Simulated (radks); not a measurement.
The numbers below are computed, except where a source is named.
The silver anion Ag- inside a hard spherical wall (all orbitals vanish at R), configuration held at [Kr] 4d10 5s2 and not refilled when levels cross. Code: a radial shooting solver on a logarithmic mesh with Libxc functionals. Model: scalar-relativistic Kohn-Sham, LDA (Slater exchange, Perdew-Wang correlation), spin-polarised, spherical densities, finite nucleus; Fermi nuclear charge, rms radius 4.5454 fm. Eigenvalues in eV for spin up, with the zero of energy where the potential of the charges vanishes at infinity; a dash marks a level that is unbound or too diffuse for the functional's potential to be trusted. A positive occupied level is held by the wall or, in an anion where self-interaction has pushed it up, behind a barrier. The pressure on the wall is -dE/dV.

R (bohr)	E (hartree)	kinetic (hartree)	e(4s)	e(4p)	e(4d)	e(5s)	e(5p, empty)	e(6s, empty)	pressure (GPa)
15	-5311.09025	5515.888	-88.652	-52.226	-1.218	0.841	2.898	3.112	0.00169
12	-5311.08904	5515.894	-88.513	-52.086	-1.078	0.961	3.454	4.294	0.0135
10	-5311.08577	5515.910	-88.275	-51.846	-0.839	1.175	4.066	5.892	0.0676
7	-5311.05476	5516.042	-87.138	-50.704	0.277	2.314	6.280	12.512	1.30
5	-5310.89049	5516.686	-84.149	-47.736	3.083	5.766	11.564	28.798	18.6
4	-5310.49546	5518.173	-79.690	-43.380	7.167	11.610	19.552	52.278	105
3.5	-5309.96423	5520.121	-75.311	-39.153	11.221	18.075	27.938	75.504	291
3	-5308.76660	5524.431	-67.925	-32.072	18.317	30.626	43.591	116.13	939
2.5	-5305.69200	5535.346	-54.661	-19.253	32.063	58.072	76.219	194.00	3710
2	-5296.21968	5567.914	-27.775	7.967	63.157	127.92	154.32	363.53	19500
